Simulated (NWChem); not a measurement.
System: CaF₂; SMILES [F][Ca][F]

Here is an NWChem input.

```
start job
memory heap 200 mb stack 900 mb global 1100 mb
geometry units angstroms noautoz
  Ca     0.000000     0.000000     0.291113
  F      1.820394     0.000000    -0.465637
  F     -1.820394     0.000000    -0.465637
end
basis spherical
  Ca library sto-3g
  F library sto-3g
end
dft
  xc xcamb88 1.00 lyp 0.81 vwn_5 0.19 hfexch 1.00
  cam 0.33 cam_alpha 0.19 cam_beta 0.46
  iterations 150
  vectors input atomic output neutral.movecs
end
task dft energy
charge 1
dft
  odft
  mult 2
  vectors input atomic output cation.movecs
end
task dft energy
```

Output (shortened):

```
             Northwest Computational Chemistry Package (NWChem) 7.3.0
             --------------------------------------------------------

 C2V symmetry detected

                             Geometry "geometry" -> ""
                             -------------------------

 Output coordinates in angstroms (scale by  1.889725989 to convert to a.u.)

  No.       Tag          Charge          X              Y              Z
 ---- ---------------- ---------- -------------- -------------- --------------
    1 Ca                  20.0000     0.00000000     0.00000000     0.35846053
    2 F                    9.0000     1.82039400     0.00000000    -0.39828947
    3 F                    9.0000    -1.82039400     0.00000000    -0.39828947

 Effective nuclear repulsion energy (a.u.)     108.4057860260

      Symmetry information
      --------------------

 Group name             C2v
 Group number             16
 Group order               4
 No. of unique centers     2

                                 NWChem DFT Module
                                 -----------------

 Summary of "ao basis" -> "ao basis" (spherical)
 ------------------------------------------------------------------------------
       Tag                 Description            Shells   Functions and Types
 ---------------- ------------------------------  ------  ---------------------
 Ca                          sto-3g                  7       13   4s3p
 F                           sto-3g                  3        5   2s1p

      Symmetry analysis of basis
      --------------------------

        a1         11
        a2          1
        b1          7
        b2          4

            General Information
            -------------------
          SCF calculation type: DFT
          Wavefunction type:  closed shell.
          No. of atoms     :     3
          No. of electrons :    38
           Alpha electrons :    19
            Beta electrons :    19
          Charge           :     0
          Spin multiplicity:     1
          Use of symmetry is: on ; symmetry adaption is: on
          Maximum number of iterations: 150
          AO basis - number of functions:    23
                     number of shells:    13
          Convergence on energy requested:  1.00D-06
          Convergence on density requested:  1.00D-05
          Convergence on gradient requested:  5.00D-04

              XC Information
              --------------
                     Hartree-Fock (Exact) Exchange  1.000
                   CAM-Becke88 Exchange Functional  1.000
                      VWN V Correlation Functional  0.190 local
              Lee-Yang-Parr Correlation Functional  0.810

           Range-Separation Parameters
           ---------------------------
           Alpha           :  0.19
           Beta            :  0.46
           Gamma           :  0.33
           Short-Range HF  :     F

             Grid Information
             ----------------
          Grid used for XC integration:  medium
          Radial quadrature: Mura-Knowles
          Angular quadrature: Lebedev.
          Tag              B.-S. Rad. Rad. Pts. Rad. Cut. Ang. Pts.
          ---              ---------- --------- --------- ---------
          Ca                  1.80      112           6.0       590
          F                   0.50       49           8.0       434
          Grid pruning is: on
          Number of quadrature shells:   161
          Spatial weights used:  Erf1

      Superposition of Atomic Density Guess
      -------------------------------------

 Sum of atomic energies:        -865.99175293

      Non-variational initial energy
      ------------------------------

 Total energy =    -865.631680
 1-e energy   =   -1413.946123
 2-e energy   =     439.908656
 HOMO         =      -0.408283
 LUMO         =      -0.032806

      Symmetry analysis of molecular orbitals - initial
      -------------------------------------------------

  Numbering of irreducible representations:

     1 a1          2 a2          3 b1          4 b2

  Orbital symmetries:

     1 a1          2 b1          3 a1          4 a1          5 b1
     6 a1          7 b2          8 a1          9 b1         10 a1
    11 b2         12 a1         13 b1         14 a1         15 b2
    16 a1         17 b1         18 a2         19 b1         20 a1
    21 b2         22 a1         23 b1

   convergence    iter        energy       DeltaE   RMS-Dens  Diis-err
 ---------------- ----- ----------------- --------- --------- ---------
 d= 0,ls=0.0,diis     1   -867.0572034128 -9.75D+02  1.79D-01  5.05D-01
 d= 0,ls=0.0,diis     2   -865.9459994970  1.11D+00  1.09D-01  6.37D+00
 d= 0,ls=0.0,diis     3   -867.3008299271 -1.35D+00  1.14D-02  6.03D-02
 d= 0,ls=0.0,diis     4   -867.3147382882 -1.39D-02  2.64D-03  1.50D-03
 d= 0,ls=0.0,diis     5   -867.3151432310 -4.05D-04  2.48D-04  1.03D-05
  Resetting Diis
 d= 0,ls=0.0,diis     6   -867.3151466408 -3.41D-06  8.33D-05  3.21D-07
 d= 0,ls=0.0,diis     7   -867.3151468027 -1.62D-07  3.52D-05  5.58D-08
 d= 0,ls=0.0,diis     8   -867.3151467952  7.57D-09  2.03D-05  1.01D-07
 d= 0,ls=0.0,diis     9   -867.3151468222 -2.71D-08  9.14D-06  9.44D-10

         Total DFT energy =     -867.315146822228
      One electron energy =    -1416.763794361555
           Coulomb energy =      498.489986248299
    Exchange-Corr. energy =      -57.447124734949
 Nuclear repulsion energy =      108.405786025976

 Numeric. integr. density =       37.999994129802

                  Occupations of the irreducible representations
                  ----------------------------------------------

                     irrep           alpha         beta
                     --------     --------     --------
                     a1                9.0          9.0
                     a2                1.0          1.0
                     b1                6.0          6.0
                     b2                3.0          3.0

                       DFT Final Molecular Orbital Analysis
                       ------------------------------------

 Vector   17  Occ=2.000000D+00  E=-1.811556D-01  Symmetry=b1
              MO Center= -2.2D-15, -2.7D-17, -3.5D-01, r^2= 3.7D+00
   Bfn.  Coefficient  Atom+Function         Bfn.  Coefficient  Atom+Function
  ----- ------------  ---------------      ----- ------------  ---------------
    18     -0.473133  2 F  pz                23      0.473133  3 F  pz
    16      0.450109  2 F  px                21      0.450109  3 F  px
    11     -0.282358  1 Ca px                 7      0.269867  1 Ca px
    15      0.146946  2 F  s                 20     -0.146946  3 F  s
     3     -0.083953  1 Ca px                14     -0.026859  2 F  s

 Vector   18  Occ=2.000000D+00  E=-1.716078D-01  Symmetry=b1
              MO Center= -3.5D-18, -3.7D-33, -3.8D-01, r^2= 3.7D+00
   Bfn.  Coefficient  Atom+Function         Bfn.  Coefficient  Atom+Function
  ----- ------------  ---------------      ----- ------------  ---------------
    16      0.513292  2 F  px                21      0.513292  3 F  px
    18      0.486542  2 F  pz                23     -0.486542  3 F  pz
     7      0.042411  1 Ca px                11      0.027784  1 Ca px

 Vector   19  Occ=2.000000D+00  E=-1.689642D-01  Symmetry=a2
              MO Center=  3.3D-16,  2.6D-17, -4.0D-01, r^2= 3.6D+00
   Bfn.  Coefficient  Atom+Function         Bfn.  Coefficient  Atom+Function
  ----- ------------  ---------------      ----- ------------  ---------------
    17      0.707107  2 F  py                22     -0.707107  3 F  py

 Vector   20  Occ=0.000000D+00  E= 6.443859D-02  Symmetry=a1
              MO Center=  1.6D-17, -4.8D-19,  7.7D-01, r^2= 3.6D+00
   Bfn.  Coefficient  Atom+Function         Bfn.  Coefficient  Atom+Function
  ----- ------------  ---------------      ----- ------------  ---------------
    10      0.885940  1 Ca s                 13      0.370007  1 Ca pz
    18     -0.318704  2 F  pz                23     -0.318704  3 F  pz
     6     -0.286865  1 Ca s                 16      0.238106  2 F  px
    21     -0.238106  3 F  px                 9     -0.220577  1 Ca pz
    15     -0.159027  2 F  s                 20     -0.159027  3 F  s

 Vector   21  Occ=0.000000D+00  E= 1.747148D-01  Symmetry=b2
              MO Center=  1.8D-18, -1.0D-22,  2.6D-01, r^2= 3.7D+00
   Bfn.  Coefficient  Atom+Function         Bfn.  Coefficient  Atom+Function
  ----- ------------  ---------------      ----- ------------  ---------------
    12      1.001293  1 Ca py                 8     -0.473465  1 Ca py
    17     -0.336175  2 F  py                22     -0.336175  3 F  py
     4      0.138373  1 Ca py

 Vector   22  Occ=0.000000D+00  E= 2.236911D-01  Symmetry=a1
              MO Center=  2.1D-17, -3.0D-18, -4.2D-01, r^2= 3.1D+00
   Bfn.  Coefficient  Atom+Function         Bfn.  Coefficient  Atom+Function
  ----- ------------  ---------------      ----- ------------  ---------------
    13      0.966859  1 Ca pz                10     -0.471563  1 Ca s
     9     -0.421889  1 Ca pz                16     -0.296384  2 F  px
    21      0.296384  3 F  px                15      0.256445  2 F  s
    20      0.256445  3 F  s                 18     -0.155840  2 F  pz
    23     -0.155840  3 F  pz                 6      0.137758  1 Ca s

     Multipole analysis of the density
     ---------------------------------

     L   x y z        total         alpha         beta         nuclear
     -   - - -        -----         -----         ----         -------
     0   0 0 0     -0.000000    -19.000000    -19.000000     38.000000

     1   1 0 0     -0.000000     -0.000000     -0.000000      0.000000
     1   0 1 0      0.000000      0.000000      0.000000      0.000000
     1   0 0 1      0.802639      0.401320      0.401320     -0.000000

[...]
```

Level: CAM-B3LYP/STO-3G, vertical spin-unrestricted ions. The geometry was optimised at PBE-D3(BJ)/def2-SVP.
